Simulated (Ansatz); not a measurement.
F3Sb (`[F][Sb]([F])[F]`), relaxed with RKS PBE0-D4/def2-TZVP in the Gaussian-basis code of Ansatz from a PBE-D4/def2-SVP geometry. The force threshold is 0.005 eV/Å; the program also tests the step.

Total charge 0; spin multiplicity 1. Sb: def2 effective core potential.

Start:

```xyz
4

F     0.809    1.387   -0.509
Sb   -0.499    0.324    0.460
F    -1.080   -0.719   -1.074
F     0.770   -0.992    1.123
```

Task: How much energy does the relaxation release, and in how many steps? (Best estimate.)

Result: Ansatz gave: 0.12 eV, in 4 steps.

Task: Which bonds change most? (Best estimate.)

Result: The calculation gave: F1–Sb2 from 1.944 to 1.886 Å; Sb2–F3 from 1.944 to 1.886 Å; Sb2–F4 from 1.944 to 1.886 Å.

Task: Give the relaxed structure. (An estimate is asked.)

Result: Computed: 
```xyz
4

F     0.783    1.331   -0.494
Sb   -0.495    0.321    0.457
F    -1.034   -0.695   -1.038
F     0.746   -0.958    1.076
```
